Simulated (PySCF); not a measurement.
# Ru²⁺: interval between two levels

Ru²⁺ [Kr] 4d6 [5D4, M_J = 4] → Ru²⁺ [Kr] 4d5 5p1 [7P4, M_J = 4], as a difference of total energies. Computed with PySCF 2.14 in x2c-TZVPall-2c (8s9p7d1f, 77 functions), with the two-component X2C-1e Hamiltonian. Correlated levels: [Ar] 3d10 frozen; the 6 highest virtual spinors dropped. "Screened" scales the spin-orbit matrix elements by Boettger's factors to mimic the two-electron term; Breit and QED terms are absent.

```csv
method,interval between two levels (cm⁻¹)
GHF (spin-free),67830
GMP2 (spin-free),72012
GHF (screened spin-orbit),69778
GMP2 (screened spin-orbit),74117
```

The labels give the starting determinants; with spin-orbit coupling the two ends relaxed to ⟨J²⟩ = 20.01, ⟨L²⟩ = 6.08, ⟨S²⟩ = 5.97 and ⟨J²⟩ = 20.00, ⟨L²⟩ = 2.04, ⟨S²⟩ = 11.97.
